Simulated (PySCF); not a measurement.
Al(Me)(OH)2 cation (CH5AlO2), SMILES [OH][Al]([CH3])[OH] (connectivity only; charge and spin as stated), charge +1, multiplicity 2. Atoms are numbered in the order given.

```xyz
9

Al     0.2601    -0.1113     0.0000
C     -1.7691     0.6660     0.0000
H     -1.9748     0.1399     0.9468
H     -1.9748     0.1399    -0.9468
H     -1.8406     1.7573     0.0000
O      0.1471    -1.7485     0.0000
H      0.6770    -2.5520     0.0000
O      1.2165     1.2243     0.0000
H      1.4374     2.1593     0.0000
```
Charge +1, spin multiplicity 2.

Geometry: B3LYP-D3(BJ)/def2-SVP. The spin state was assumed, not searched. The isomer is the one that the SMILES or the coordinates give; other isomers of the formula were not compared. The values are those of a single conformer.

Level of theory: PySCF with C-PCM-M06-2X/def2-SVP.

The values are the electrostatic part of the solvation free energy, E(continuum) − E(gas) at the gas-phase geometry, in a cavity of scaled van der Waals radii (PySCF's table); cavitation and dispersion terms are not included. A continuum can't describe solvent molecules that bind to the metal.

Computed values in water (ε = 78.36), chlorobenzene (ε = 5.70), toluene (ε = 2.37):
| solvent | ε | ΔG(elec) (kcal/mol) |
|---|---|---|
| water | 78.36 | -64.6 |
| chlorobenzene | 5.70 | -53.9 |
| toluene | 2.37 | -37.7 |
